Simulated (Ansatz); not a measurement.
Consider the substitution at a C–In bond: `C[CH2][In]([OH])[F]` + `COC(=O)O` → `CCOC(=O)OC` + `[OH][InH][F]`.

Isolated molecules relaxed with PBE0-D4/def2-TZVP in Ansatz; ΔE leaves out vibrations. CBS: MP2 limit from def2 TZ/QZ plus the TZ coupled-cluster correction, frozen cores. Functionals use def2-TZVPP. B3LYP here is the variant with VWN-RPA as its local correlation; programs differ in this. Elements past krypton have def2 core potentials. For In outer-core shells are correlated without core-valence functions, which leaves a few kJ/mol of doubt a bond. One conformer a species, not always the lowest.

Task: Is it downhill or uphill in electronic energy at CCSD(T)/CBS, and by how much? (Estimate.)

Result: The calculation gave: Uphill: ΔE = +53.8 kJ/mol.

Task: What do these levels give: PBE0-D4, ωB97M-V, PBE, PBE0, B3LYP, HF/def2-TZVPP, SCS-MP2/def2-TZVPP, CCSD(T)/def2-TZVPP, MP2/def2-QZVPP, HF/CBS(def2), MP2/CBS(def2), CCSD/CBS(def2)? (Best estimate.)

Result: The calculation gave: PBE0-D4 48.0, ωB97M-V 43.9, PBE 52.1, PBE0 49.4, B3LYP 47.2, HF/def2-TZVPP 32.3, SCS-MP2/def2-TZVPP 52.8, CCSD(T)/def2-TZVPP 49.0, MP2/def2-QZVPP 61.9, HF/CBS(def2) 31.8, MP2/CBS(def2) 64.1, CCSD/CBS(def2) 52.7 kJ/mol.

Largest T1 diagnostic among the species: 0.017.

In def2-TZVPP, CCSD(T) changes the Hartree–Fock value by +16.7 kJ/mol (the triples alone add +1.0 kJ/mol) and MP2 by +27.1 kJ/mol.
